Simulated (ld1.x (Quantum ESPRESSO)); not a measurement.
# boron, TM: configuration errors across variants

| Property | Result |
| --- | --- |
| Element | B |
| Generator | ld1.x (Quantum ESPRESSO) 7.5 |
| Type | norm-conserving Troullier–Martins (Kleinman–Bylander form) |
| Functional | PBE |
| Relativity | scalar-relativistic |
| Frozen core | [He] |
| Valence charge | 3 |
| Reference configuration | 2s2 2p1 |
| Partial waves | 2p (bound): rc 2.50 bohr; 3d channel at 0.45 Ry: rc 2.00 bohr; 2s (bound): rc 1.00 bohr |
| Local potential | the s channel |
| Core correction | a·sin(br)/r model core, default radius (core density twice the valence density) |

All-electron excitation energies from the reference (eV): (1) 2s2 2p0 8.220; (2) 2s1 2p0 33.642; (3) 2s2 2p0.5 2.887; (4) 2s2 2p1.3 -0.738; (5) 2s0 2p3 11.721; (6) 2s1 2p2 5.851; (7) 2s1 2p1 14.361.

1 further variants failed, have other tests or another functional or relativity, and are left out.

Errors AE − PS in meV (a dash: test not solved or not reliable):

```tsv
change	(1)	(2)	(3)	(4)	(5)	(6)	(7)	bound ghosts
base	+44	+155	+5.6	+0.4	-24	-5.9	-21	none
type TM semilocal; local potential the d channel	+44	+155	+5.0	+0.1	-25	-6.0	-28	none
wave 2s (bound): rc 1.00 bohr becomes 2s (bound): rc 1.02 bohr	+44	+154	+5.6	+0.4	-25	-6.1	-21	none
wave 3d channel at 0.45 Ry: rc 2.00 bohr becomes 3d channel at 0.56 Ry: rc 2.00 bohr	+44	+155	+5.6	+0.4	-24	-5.9	-21	none
wave 2p (bound): rc 2.50 bohr becomes 2p (bound): rc 2.74 bohr	+62	+208	+8.2	+0.7	-48	-12	-33	none
```

(1) Give the same row for: local potential the d channel.

## Answers

(1) +44, +158, +5.8, +0.5, -24, -5.8, -20; bound ghosts: none.
